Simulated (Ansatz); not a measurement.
Mg₈O₈ (started as a model of: 2x2x4 MgO rock-salt block). The state is a singlet with charge 0. Geometry r2SCAN-D4/def2-SVP; atoms count from 1.

```xyz
16

Mg   -2.6111    1.0285   -1.4626
O    -1.0317   -0.0821   -1.4818
Mg    0.6032   -1.0896   -1.2389
O     2.2561   -2.1303   -1.0339
O    -3.2178    0.4964    0.3104
Mg   -1.5825   -0.5741    0.5022
O     0.0050   -1.6624    0.7095
Mg    1.7290   -2.5273    0.7990
O    -1.7183    2.6490   -0.8528
Mg   -0.0555    1.6179   -0.6822
O     1.6060    0.6359   -0.5325
Mg    3.1044   -0.5527   -0.2680
Mg   -2.2223    2.0514    0.9315
O    -0.5792    1.1086    1.3048
Mg    1.0348    0.0459    1.4189
O     2.6800   -1.0151    1.5762
```

(1) Estimate the Mulliken populations from the PBE0/def2-SVP orbitals of Ansatz.

(2) And the Mayer bond orders between heavy atoms (over 0.3)?

## Answers

(1) 
```
atom  charge (e)
 Mg1        0.79
  O2       -0.91
 Mg3        0.97
  O4       -0.85
  O5       -0.85
 Mg6        0.97
  O7       -0.91
 Mg8        0.79
  O9       -0.85
Mg10        0.97
 O11       -0.91
Mg12        0.79
Mg13        0.79
 O14       -0.91
Mg15        0.97
 O16       -0.85
```
Mulliken values depend strongly on the basis.

(2) Mg1–O2 0.66 (1.93 Å); Mg1–O5 0.67 (1.95 Å); Mg1–O9 0.67 (1.95 Å); O2–Mg3 0.58 (1.94 Å); O2–Mg6 0.31 (2.12 Å); O2–Mg10 0.31 (2.12 Å); Mg3–O4 0.57 (1.96 Å); Mg3–O7 0.31 (2.12 Å); Mg3–O11 0.31 (2.12 Å); O4–Mg8 0.67 (1.95 Å); O4–Mg12 0.67 (1.95 Å); O5–Mg6 0.57 (1.96 Å); O5–Mg13 0.67 (1.95 Å); Mg6–O7 0.58 (1.94 Å); Mg6–O14 0.31 (2.12 Å); O7–Mg8 0.66 (1.93 Å); O7–Mg15 0.31 (2.12 Å); Mg8–O16 0.67 (1.95 Å); O9–Mg10 0.57 (1.96 Å); O9–Mg13 0.67 (1.95 Å); Mg10–O11 0.58 (1.94 Å); Mg10–O14 0.31 (2.12 Å); O11–Mg12 0.66 (1.93 Å); O11–Mg15 0.31 (2.12 Å); Mg12–O16 0.67 (1.95 Å); Mg13–O14 0.66 (1.93 Å); O14–Mg15 0.58 (1.94 Å); Mg15–O16 0.57 (1.96 Å).
